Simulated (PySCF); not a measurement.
**Where the electron goes**

C5H8P2.
Atom-mapped SMILES: `[CH2:1]=[CH:2]/[P:3]=[P:4]\[C:5](=[CH2:6])[CH3:7]` (hydrogens: H8, H9 on C1; H10 on C2; H11, H12 on C6; H13, H14, H15 on C7)

Theory: TDDFT CAM-B3LYP/def2-SVPD, vertical, gas phase, core orbitals frozen in the response (PySCF 2.14.0, density-fitted response routines). Isolated species at its GFN2-xTB geometry (one conformer only). Torsions of this conformer, `[CH2:1]=[CH:2]/[P:3]=[P:4]\[C:5](=[CH2:6])[CH3:7]`: C1–C2–P3–P4 74°, P3–P4–C5–C6 -97°.

Kohn–Sham orbitals with the atoms that hold most of them (Löwdin shares over 4%, at most four atoms; ? is withheld):

```tsv
orbital	ε (eV)	atoms
HOMO-3	-9.19	C5 20%, P4 19%, C2 16%, C6 15%
HOMO-2	-8.75	P3 32%, P4 23%, C5 12%, C2 12%
HOMO-1	-8.28	?
HOMO	-8.23	P4 28%, P3 26%, C6 13%, C5 12%
LUMO	?	?
LUMO+1	0.59	C1 30%, C2 27%, P3 12%, P4 9%
LUMO+2	0.86	C6 28%, C5 25%, P4 10%, P3 9%
```

Question: Give the leading atoms of the LUMO.

Answer: P4 (bonded to C and P) 40%; P3 (bonded to C and P) 39%; C2 (bonded to C, P and H) 7%; C5 (bonded to 2 C and P) 5%. By element: phosphorus 78%, carbon 12% or more.

Question: Give the leading atoms of the HOMO-1.

Answer: P4 (bonded to C and P) 35%; P3 (bonded to C and P) 33%; C2 (bonded to C, P and H) 9%; C5 (bonded to 2 C and P) 7%. By element: phosphorus 67%, carbon 16% or more.

Question: What is the LUMO energy, and the HOMO–LUMO gap?

Answer: ε(LUMO) = -1.45 eV; the gap is 6.77 eV (0.2490 hartree).

Question: How does S1 compare with the orbital gap of 6.77 eV?

Answer: S1 is at 3.24 eV (f = 0.0014), 3.54 eV below the gap, made of HOMO→LUMO (96%). 

Question: Give energy, strength and leading configuration of S1, S2 and S5, and follow the Löwdin shares of the leading atoms from the occupied to the empty orbital.

Answer: 
- S1 (3.24 eV, f 0.0014), HOMO→LUMO (96%): P4 28% → 40%, P3 26% → 39%
- S2 (3.82 eV, f 0.013), HOMO-2→LUMO (72%): P3 32% → 39%, P4 23% → 40%
- S5 (5.72 eV, f 0.0051), HOMO-1→LUMO+1 (85%): P4 35% → 9%, P3 33% → 12%, C1 at most 8% → 30%, C2 9% → 27%

Löwdin shares depend on the basis, the more so with diffuse functions.
